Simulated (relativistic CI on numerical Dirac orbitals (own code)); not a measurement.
## Ti2+: 3s photoemission

Computed with this model: Dirac-Coulomb-Breit CI, orbitals from a KLI potential per configuration, QED by a radiative potential, valence Slater integrals scaled by 0.8, multiplet model of photoemission in the sudden approximation; configurations [Ar] 3d2 → [Ne] 3s 3p6 3d2; 300 K; Lorentzian 1.5 eV and Gaussian 0.6 eV FWHM. Energies are those of the free ion, without screening or charge transfer. The energies are binding energies and can lie tens of eV above those of solids. Without intra-shell correlation the exchange splitting of an s hole comes out too large, often by half or more. S is read from ⟨S²⟩ = S(S + 1).

free ion: ground-state S = 1.00, centroid 92.18 eV. Peaks (eV, height): 90.6 (100), 95.4 (52).

Strongest unbroadened transitions for free ion:

```csv
Energy (eV),Relative strength
90.58,4.7
90.59,77.0
90.61,100.0
93.48,0.0
95.32,17.2
95.34,60.5
95.37,12.7
```
